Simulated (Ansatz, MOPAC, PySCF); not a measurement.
Lewis adduct: GaH3 (SMILES [GaH3]) (first 4 atoms) with PH3 (SMILES P); geometry from B3LYP-D3(BJ)/def2-TZVP, rigid monomers moved along the line of their centres of mass till Ga1···P5 is 2.31 Å.
(charge 0, multiplicity 1):
```xyz
8

Ga    -0.46140     0.48940     0.71029
H     -1.53945     1.49702     1.26562
H     -0.95067    -0.79868    -0.05585
H      1.00394     1.01248     0.45528
P     -0.01631    -0.55424     2.72649
H      0.93619    -1.59129     2.77015
H      0.47336     0.21206     3.80238
H     -1.05922    -1.21182     3.40802
```

| level | interaction energy (kcal/mol) | minus CCSD(T)/CBS(def2-SVPD, def2-TZVPPD) | cost |
|---|---|---|---|
| AM1 | -21.05 | -11.59 | - |
| PM7 | 45.22 | 54.67 | - |
| HF/3-21G (no counterpoise) | -4.95 | 4.50 | - |
| HF/def2-SVPD | -2.63 | 6.82 | - |
| HF/def2-TZVPPD | -3.52 | 5.93 | - |
| PBE/def2-TZVPPD | -14.16 | -4.71 | ×1 |
| PBE-D4/def2-TZVPPD | -16.19 | -6.73 | ×1 |
| r2SCAN-D3(BJ)/def2-TZVPPD | -17.06 | -7.61 | ×2 |
| r2SCAN-D4/def2-TZVPPD | -17.04 | -7.59 | ×2 |
| B3LYP/3-21G (no counterpoise) | -14.72 | -5.27 | - |
| B3LYP/6-31G* | -8.63 | 0.83 | - |
| B3LYP/LANL2DZ (no counterpoise) | -7.62 | 1.84 | - |
| B3LYP-D3(BJ)/def2-TZVPPD | -12.61 | -3.16 | ×1 |
| PBE0/def2-TZVPPD | -14.28 | -4.83 | ×1 |
| wB97X-V/def2-TZVPPD | -13.32 | -3.87 | ×3 |
| MP2/def2-SVPD | -6.70 | 2.76 | - |
| SCS-MP2/def2-SVPD | -4.74 | 4.71 | - |
| CCSD/def2-SVPD | -4.87 | 4.59 | - |
| CCSD(T)/def2-TZVPPD | -8.57 | 0.89 | ×20 |
| CCSD(T)/CBS(def2-SVPD, def2-TZVPPD) | -9.45 | 0.00 | ×20 |

 The comparison column counts from a level with limits of its own.

The rows run from -21.05 (AM1) to 45.22 kcal/mol (PM7). The dispersion term adds -2.03 in PBE-D4. The 3 functionals in def2-TZVPPD without D3 or D4 span 0.96, from PBE0 to wB97X-V.

Interaction energies are E(AB) − E(A) − E(B) at the monomers' geometry in the complex; basis-set methods are counterpoise corrected. Rows marked so take none.

Correlated levels freeze the cores. Filled d and f shells under p-block atoms count as core. CBS(a, b) extrapolates the correlation energy as X⁻³ and adds the Hartree–Fock energy of set b. Rows in 3-21G, 6-31G*, LANL2DZ carry no dispersion term and start afresh at each structure (6-31G* with six Cartesian d functions); the Pople sets are all-electron and without relativity. LANL2DZ brings its own core potentials from Na on. The state reached by AM1, PM7 isn't checked; PM7 holds dispersion and hydrogen-bond terms.

The values were computed with Ansatz (Gaussian basis) for Hartree–Fock, density functionals and correlated methods; MOPAC for AM1, PM7 (differences of heats of formation); PySCF for 3-21G rows, 6-31G* rows, LANL2DZ rows, the dispersion terms. 

Costs are rough ratios of core time to PBE/def2-TZVPPD (about 5 s over the structures, on one shared machine); a dash marks a level with no comparable run of its own.

Ansatz is an electronic-structure program.
